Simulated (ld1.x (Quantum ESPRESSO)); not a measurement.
## Ranking TM potentials for selenium (Se)

All share these settings but for the change named:

```json
{
 "Element": "Se (Z = 34)",
 "Generator": "ld1.x (Quantum ESPRESSO) 7.5",
 "Type": "norm-conserving Troullier–Martins (Kleinman–Bylander form)",
 "Functional": "PBEsol",
 "Relativity": "non-relativistic",
 "Frozen core": "[Ar]",
 "Valence charge": "16",
 "Reference configuration": "3d10 4s2 4p4",
 "Partial waves": "4s (bound): rc 1.40 bohr; 3d (bound): rc 0.80 bohr; 4p (bound): rc 1.30 bohr",
 "Local potential": "the p channel",
 "Core correction": "none"
}
```

Test errors are all-electron minus pseudo excitation energies from the reference, over 3d10 4s2 4p3; 3d10 4s2 4p2; 3d10 4s2 4p1; 3d10 4s2 4p3.5; 3d9 4s2 4p5; 3d10 4s0 4p6; 3d9 4s2 4p4. None of these files shows a bound ghost.

The base gives 1064.4 meV.

Of 12 variants that were run, those that failed, showed a ghost or another fault, or gave nearly equal values are left out.

A variant can come out equal or close to the base, since the largest error may sit in a test that the change hardly touches while other tests move.

Q: Rank these variants by their largest absolute test error, smallest first.
A. core correction a·sin(br)/r model core inside 0.64 bohr
B. all radii scaled by about 1.32 (s 1.84, p 1.72, d 1.06 bohr)
C. wave 3d (bound): rc 0.80 bohr becomes 3d (bound): rc 1.18 bohr

A: C (524.2 meV), B (977.6 meV), A (1160.0 meV).
